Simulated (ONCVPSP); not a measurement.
## S, ONCV: configuration errors across variants

```json
{"Element": "sulfur", "Generator": "ONCVPSP 4.0.1", "Type": "optimised norm-conserving Vanderbilt (ONCV)", "Functional": "LDA (Perdew-Wang 92)", "Relativity": "scalar-relativistic", "Frozen core": "[Ne]", "Valence charge": "6", "Reference configuration": "3s2 3p2 (charge +2)", "Partial waves": "3s: rc 1.40 bohr, ncon 4, nbas 9, qcut 5.5 1/bohr, 1 projector; 3p: rc 1.15 bohr, ncon 5, nbas 9, qcut 8.1 1/bohr, 3 projectors, debl 1.6 Ha", "Local potential": "polynomial inside 0.75 bohr (lpopt 5, dvloc0 0 Ha)", "Core correction": "Teter function, fcfact 2.75, rcfact 1.45"}
```

All-electron excitation energies from the reference (eV): (1) 3s2 3p4 -34.228; (2) 3s2 3p3 -22.370; (3) 3s2 3p1 34.155; (4) 3s1 3p4 -11.570.

2 further variants failed, have other tests or too few solved ones, and are left out.

A true bound ghost makes a file unfit for plane-wave use even where its test errors are small: the radial tests pick states by their node count and pass the ghost by.

Errors AE − PS in meV (a dash: test not solved or not reliable):

| change | (1) | (2) | (3) | (4) | bound ghosts | GHOST(+) flags above zero |
| --- | --- | --- | --- | --- | --- | --- |
| base | -27 | -8.0 | -12 | +2.5 | s, p | none |
| all radii but the core radius scaled by about 0.93 (s 1.30, p 1.06 bohr); local potential polynomial inside 0.70 bohr (lpopt 5, dvloc0 0 Ha) | -1.6 | +0.3 | -0.4 | +4.2 | s, p | p |
| s: qcut 3.5; p: qcut 5.1 | -82 | -24 | -29 | +3.2 | s, p | none |
| p: nbas 8 | -27 | -8.3 | -12 | +2.4 | s, p | p |
| p: rc 1.4 | -19 | -4.9 | -6.9 | +4.5 | s, p | p |
| core correction Teter function, fcfact 2.75, rcfact 1.84 | -61 | -21 | -39 | -7.3 | s, p | none |
| s: qcut 7.8 | -17 | -4.9 | – | +2.6 | s, p | none |
| core correction Teter function, fcfact 2, rcfact 1.75 | -40 | -13 | -23 | -1.2 | s, p | none |

**Question.** Give the same row for: core correction Teter function, fcfact 3.8, rcfact 1.45.

**Answer.** -31, -9.8, -16, +1.5; bound ghosts: s, p; GHOST(+) flags above zero: none.
